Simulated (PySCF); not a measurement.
**RhH2: one-bond stretch**

Method: UPBE0 in PySCF with Rh def2-TZVP with ECP28, H def2-TZVP; scalar-relativistic core potentials, no spin–orbit coupling; density-fitted integrals.

Rigid scan from the doublet minimum (Rh–H 1.522 Å (×2); H–Rh–H 81.8°). Coordinate: the bond from Rh to the last atom (H) scaled, the rest fixed. Energies in kJ/mol from the minimum.

(1) Predict the curve at 0.92, 0.96, 1.00, 1.05, 1.12, 1.20, 1.35, 1.55, 1.80, 2.20.

Results:

(1) 
| scale of one bond | E (kJ/mol) | dipole size (D) | ⟨S²⟩ |
| --- | --- | --- | --- |
| 0.92 | 15.4 | 2.36 | 0.75 |
| 0.96 | 3.5 | 2.39 | 0.75 |
| 1.00 | 0.0 | 2.43 | 0.75 |
| 1.05 | 4.4 | 2.48 | 0.75 |
| 1.12 | 21.6 | 2.55 | 0.76 |
| 1.20 | 50.5 | 2.65 | 0.76 |
| 1.35 | 114.3 | 2.85 | 0.79 |
| 1.55 | 190.4 | – | 1.08 |
| 1.80 | 243.9 | – | 1.48 |
| 2.20 | 271.7 | – | 1.71 |

Spin contamination is strong at 1.55, 1.80, 2.20, so these points are less reliable.

With open d or f shells other occupations or spin states may lie lower.
